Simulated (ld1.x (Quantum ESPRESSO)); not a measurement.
## Which change was made? (P, RRKJ)

phosphorus, norm-conserving RRKJ (Kleinman–Bylander form), made with ld1.x (Quantum ESPRESSO) 7.5 (revPBE, non-relativistic). Core [Ne], reference 3s2 3p0 (charge +3). Waves: 3s (bound): rc 1.30 bohr; 3p (bound, empty): rc 1.20 bohr; 3d channel at 0.5 Ry: rc 1.10 bohr. Local part: all-electron potential smoothed inside 1.15 bohr (lloc = -1). Core correction: none.

Cutoffs, loose and tight: the cutoffs (Ry, on a coarse ladder) from which the occupation-weighted sum of valence levels, in a spherical-Bessel basis at the reference potential, stays within 10 and 1 mRy of its value at 400 Ry. They do not see the model core or the augmentation charge, which bear on the density cutoff. Test errors are all-electron minus pseudo excitation energies from the reference, over the configurations 3s2 3p3; 3s2 3p2; 3s2 3p1; 3s1 3p3; 3s1 3p0; 3s2 3p2.5; 3s2 3p3.3; variants that change the core or the reference have their own tests.

The base gives: outcome: generated; cutoff, loose: 21 Ry; cutoff, tight: 50 Ry; bound ghosts: none; largest test error (meV): +74.

After one change the result is: outcome: failed: compute_phi: phi has nodes before r_c. Which change was it?
A. type ultrasoft; waves now 3s (bound): rcut 1.15, rcutus 1.30 bohr; 3s channel at -2.9 Ry: rcut 1.15, rcutus 1.30 bohr; 3p (bound): rcut 1.05, rcutus 1.20 bohr; 3p channel at -2 Ry: rcut 1.05, rcutus 1.20 bohr; 3d channel at 0.5 Ry: rcut 0.95, rcutus 1.10 bohr; augmentation built from norm-conserving waves at rcut, not smoothed further
B. functional PBEsol
C. reference 3s2 3p3
D. wave 3s (bound): rc 1.30 bohr becomes 3s (bound): rc 1.62 bohr

D. The others give: functional PBEsol → outcome: generated; cutoff, loose: 21 Ry; cutoff, tight: 50 Ry; bound ghosts: none; largest test error (meV): +118 | reference 3s2 3p3 → outcome: generated; cutoff, loose: 70 Ry; cutoff, tight: 90 Ry; bound ghosts: none; largest test error (meV): +46 | type ultrasoft; waves now 3s (bound): rcut 1.15, rcutus 1.30 bohr; 3s channel at -2.9 Ry: rcut 1.15, rcutus 1.30 bohr; 3p (bound): rcut 1.05, rcutus 1.20 bohr; 3p channel at -2 Ry: rcut 1.05, rcutus 1.20 bohr; 3d channel at 0.5 Ry: rcut 0.95, rcutus 1.10 bohr; augmentation built from norm-conserving waves at rcut, not smoothed further → outcome: generated; cutoff, loose: 21 Ry; cutoff, tight: 40 Ry; bound ghosts: s, p; largest test error (meV): +97.
